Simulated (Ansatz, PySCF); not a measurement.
Process, species as SMILES: OB(Br)Br [dibromoborinic acid] + 3 [H][H] (H2) -> B (BH3) + 2 Br (HBr) + O (H2O)
Each molecule is optimised on its own at B3LYP-D3(BJ)/def2-TZVP (Ansatz, a quantum-chemistry and plane-wave program), one conformer each, not searched for the lowest. Frequencies are from Ansatz or PySCF.

Quantity: energy of full hydrogenation (enthalpy at 298 K, with B3LYP-D3(BJ) rigid-rotor harmonic-oscillator terms), in kcal/mol. Correlated levels leave the core frozen unless marked. No spin-orbit coupling. Frozen are the shells of the preceding noble gas and the d and f shells that filled before the atom's block. Non-relativistic. CBS(X,Y): correlation extrapolated as X^-3; Hartree-Fock from the larger set (for Q and 5 zeta extrapolated as (X+1)exp(-9√X)).

```csv
level,program,energy of full hydrogenation (kcal/mol)
PBE-D4/def2-TZVPD,Ansatz + dftd4,66.7
PBE0-D3(BJ)/def2-TZVPD,Ansatz + dftd3,63.2
BHLYP-D3(BJ)/def2-TZVPD,Ansatz + dftd3,?
B2PLYP-D3(BJ)/def2-TZVPD,Ansatz + dftd3,?
SCS-MP2/STO-3G,Ansatz,105.9
"CCSD(T)/CBS(cc-pVQZ,cc-pV5Z)",Ansatz,62.7
```

**Question.** Some entries are withheld; supply them.

**Answer.** 
- BHLYP-D3(BJ)/def2-TZVPD, energy of full hydrogenation (kcal/mol): 59.2
- B2PLYP-D3(BJ)/def2-TZVPD, energy of full hydrogenation (kcal/mol): 63.7
